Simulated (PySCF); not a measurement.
SMILES C[CH2][GeH]([CH3])[CH2]C (GFN2-xTB optimised geometry):

```
20

Ge    -0.952    -0.691     0.000
C     -1.646     1.164     0.000
C     -1.677    -1.720     1.551
C     -1.304    -1.110     2.895
C      1.043    -0.691     0.000
C      1.641     0.007    -1.213
H     -1.430    -1.370    -1.276
H     -1.374     1.681    -0.916
H     -1.236     1.722     0.838
H     -2.729     1.172     0.083
H     -2.763    -1.768     1.460
H     -1.312    -2.746     1.500
H     -0.222    -1.081     3.014
H     -1.683    -0.093     2.972
H     -1.720    -1.692     3.716
H      1.398    -1.722     0.040
H      1.393    -0.202     0.911
H      1.299    -0.467    -2.132
H      1.340     1.052    -1.240
H      2.729    -0.035    -1.189
```

Method: PySCF 2.14.0 with PBE0/def2-SVP.

### Question
What are the frontier orbital energies and the dipole moment?

### Answer
HOMO-2 -8.40 eV, HOMO-1 -7.94 eV, HOMO -7.59 eV, LUMO 1.50 eV, LUMO+1 1.93 eV; dipole moment 0.55 D.

On the same geometry PySCF with PBE/def2-SVP gives HOMO-2 -7.07 eV, HOMO-1 -6.66 eV, HOMO -6.33 eV, LUMO 0.67 eV, LUMO+1 1.09 eV; dipole moment 0.57 D.

Meta-Löwdin charges at PBE0/def2-SVP: Ge1 0.61, C2 -0.51, C3 -0.36, C4 -0.29, C5 -0.36, C6 -0.29, H7 -0.09, H8 0.11, H9 0.11, H10 0.11, H11 0.10, H12 0.10, H13 0.09, H14 0.09, H15 0.10, H16 0.10, H17 0.10, H18 0.10, H19 0.09, H20 0.10.
